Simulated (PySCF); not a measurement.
**Bonding in `O=C1CC[PH+](P)CC1`**

C5H11OP2 (charge +1).
Numbering: `[O:1]=[C:2]1[CH2:3][CH2:4][PH+:5]([PH2:6])[CH2:7][CH2:8]1` (hydrogens: H9, H10 on C3; H11, H12 on C4; H13 on P5; H14, H15 on P6; H16, H17 on C7; H18, H19 on C8)

Geometry (GFN2-xTB, Å), atoms numbered from 1 in this order:
```xyz
19
C5H11OP2 angstrom
O     -2.954    0.377   -0.552
C     -1.965    0.216    0.098
C     -1.142    1.373    0.650
C      0.244    1.437   -0.002
P      1.134   -0.130    0.259
P      2.949   -0.225   -0.916
C     -0.061   -1.409   -0.244
C     -1.414   -1.165    0.435
H     -1.678    2.302    0.449
H     -1.049    1.260    1.733
H      0.153    1.589   -1.084
H      0.824    2.271    0.405
H      1.236   -0.259    1.640
H      3.393   -1.362   -0.226
H      3.610    0.663   -0.055
H      0.323   -2.403    0.008
H     -0.163   -1.355   -1.334
H     -2.130   -1.913    0.090
H     -1.319   -1.256    1.520
```

Bond orders from the PBE0/pcSseg-1 density (PySCF). The structure is a single GFN2-xTB conformer in the gas phase; no vibrational or solvent corrections.

How far do the computed orders between heavy atoms stray from the drawn ones?

The largest departure is 0.089, at O1–C2 (drawn double, 2.089).

Set the Mayer orders of the bonds beside their lengths.

```json
{"bond": "O1–C2", "drawn as": "double", "length (Å)": "1.194", "Mayer order": "2.089"}
{"bond": "C2–C3", "drawn as": "single", "length (Å)": "1.524", "Mayer order": "0.948"}
{"bond": "C3–C4", "drawn as": "single", "length (Å)": "1.533", "Mayer order": "1.009"}
{"bond": "C4–P5", "drawn as": "single", "length (Å)": "1.821", "Mayer order": "0.954"}
{"bond": "P5–P6", "drawn as": "single", "length (Å)": "2.163", "Mayer order": "1.043"}
{"bond": "P5–C7", "drawn as": "single", "length (Å)": "1.822", "Mayer order": "0.954"}
{"bond": "C7–C8", "drawn as": "single", "length (Å)": "1.533", "Mayer order": "1.009"}
{"bond": "C8–C2", "drawn as": "single", "length (Å)": "1.524", "Mayer order": "0.948"}
{"bond": "C3–H9", "drawn as": "single", "length (Å)": "1.092", "Mayer order": "0.924"}
{"bond": "C3–H10", "drawn as": "single", "length (Å)": "1.093", "Mayer order": "0.925"}
{"bond": "C4–H11", "drawn as": "single", "length (Å)": "1.096", "Mayer order": "0.909"}
{"bond": "C4–H12", "drawn as": "single", "length (Å)": "1.094", "Mayer order": "0.920"}
{"bond": "P5–H13", "drawn as": "single", "length (Å)": "1.391", "Mayer order": "0.880"}
{"bond": "P6–H14", "drawn as": "single", "length (Å)": "1.402", "Mayer order": "0.908"}
{"bond": "P6–H15", "drawn as": "single", "length (Å)": "1.402", "Mayer order": "0.908"}
{"bond": "C7–H16", "drawn as": "single", "length (Å)": "1.094", "Mayer order": "0.920"}
{"bond": "C7–H17", "drawn as": "single", "length (Å)": "1.096", "Mayer order": "0.909"}
{"bond": "C8–H18", "drawn as": "single", "length (Å)": "1.092", "Mayer order": "0.924"}
{"bond": "C8–H19", "drawn as": "single", "length (Å)": "1.093", "Mayer order": "0.925"}
```

By pair of heavy elements: C–C: lowest C2–C3 and C8–C2 (0.948, 1.524 Å), highest C3–C4 and C7–C8 (1.009, 1.533 Å); in 4 of the 6 pairs the longer bond (by over 0.003 Å) has the higher order (by 0.02 or more). C–P: all 2 within 0.02 of one another (0.954 to 0.954). Bonds named together lie within 0.004.

Sum the orders of all bonds at each heavy atom with more than one neighbour and set the sums beside the valence in the SMILES.

C2 3.985 (drawn 4), C3 3.806 (drawn 4), C4 3.792 (drawn 4), P5 3.831 (drawn 4), P6 2.859 (drawn 3), C7 3.792 (drawn 4), C8 3.806 (drawn 4). Orders between atoms that aren't bonded are not in these sums.

The Mayer order sums products of elements of PS (density times overlap matrix) between the two atoms' basis functions, so it depends on the basis set.

These values come from a run that also computed NMR shieldings. On one thread, Arm Neoverse N1 (shared host), this took 68 s.
